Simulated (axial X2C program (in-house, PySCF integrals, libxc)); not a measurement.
# Low determinants of NbS⁻ at the PBE0 level, without spin–orbit coupling

All values were computed with an axial X2C code built on PySCF integrals. Spin-free means the one-electron spin-free X2C Hamiltonian. Basis: Nb dyall-acv3z [12s13p10d5f3g], S dyall-av3z [9s8p3d2f] (cores contracted in-house); Gaussian nuclei, density fitting, unrestricted open shells. Masses: Nb 92.906 u, S 31.972 u.

Search at 2.190 Å (vertical energies from the lowest determinant):

```json
{"ΔE (eV)": "0.00", "state": "M_S = 1, Λ = 0", "electrons beyond evenly filled partner blocks": "δ+α, δ-α", "electrons in σ, π, δ, φ": "28 24 6 0"}
{"ΔE (eV)": "0.14", "state": "M_S = 2, Λ = 1", "electrons beyond evenly filled partner blocks": "σα, π+α, δ+α, δ-α", "electrons in σ, π, δ, φ": "27 25 6 0"}
{"ΔE (eV)": "0.28", "state": "M_S = 2, Λ = 0", "electrons beyond evenly filled partner blocks": "2 × σα, δ+α, δ-α", "electrons in σ, π, δ, φ": "28 24 6 0"}
{"ΔE (eV)": "0.97", "state": "M_S = 1, Λ = 1", "electrons beyond evenly filled partner blocks": "σα, π+β, δ+α, δ-α", "electrons in σ, π, δ, φ": "27 25 6 0"}
{"ΔE (eV)": "1.01", "state": "M_S = 0, Λ = 0", "electrons beyond evenly filled partner blocks": "δ+β, δ-α", "electrons in σ, π, δ, φ": "28 24 6 0"}
{"ΔE (eV)": "1.01", "state": "M_S = 0, Λ = 4", "electrons beyond evenly filled partner blocks": "δ+α, δ+β", "electrons in σ, π, δ, φ": "28 24 6 0"}
{"ΔE (eV)": "1.45", "state": "M_S = 0, Λ = 1", "electrons beyond evenly filled partner blocks": "σβ, π+β, δ+α, δ-α", "electrons in σ, π, δ, φ": "27 25 6 0"}
```

Lowest determinant, M_S = 1, Λ = 0 (beyond evenly filled blocks: δ+α, δ-α): Re = 2.167 Å, ωe = 508.4 cm⁻¹.

The determinant in row 2 of the search, M_S = 2, Λ = 1 (beyond evenly filled blocks: σα, π+α, δ+α, δ-α), was followed along the bond at PBE0; measured from the minimum of the lowest determinant it gives:

Te = 0.140 eV (1128 cm⁻¹), Re = 2.208 Å, ωe = 463.7 cm⁻¹.

(1) Compare the bond of the determinant in row 2 with that of the lowest one.

The search compares states at one distance, so a state with another bond length can lie lower; it is not exhaustive and yields mostly the lowest determinant of each block pattern, so other components and higher states of one pattern are missing. These are energies of single determinants, not of spin-adapted states; PBE0 term energies can be off by some tenths of an eV, and the functional has no current term. The lowest determinant need not be the ground state where others lie within half an eV. For an anion, determinants above electron detachment are held by the basis set. The highest occupied level of some functionals is positive through self-interaction error; at Hartree–Fock it is bound. Row 1 is spin-contaminated (⟨S²⟩ = 2.52 against 2.00), so its values are not those of a pure state. Row 1 has a positive highest level at its minimum. Row 2 has a positive highest level at its minimum.

Results:

(1) At PBE0 its Re is 0.041 Å longer and its force constant, which goes as ωe², is 0.83 times that of the lowest determinant. T0 ≈ Te + Δωe/2 = 1128 + (-22) = 1106 cm⁻¹.
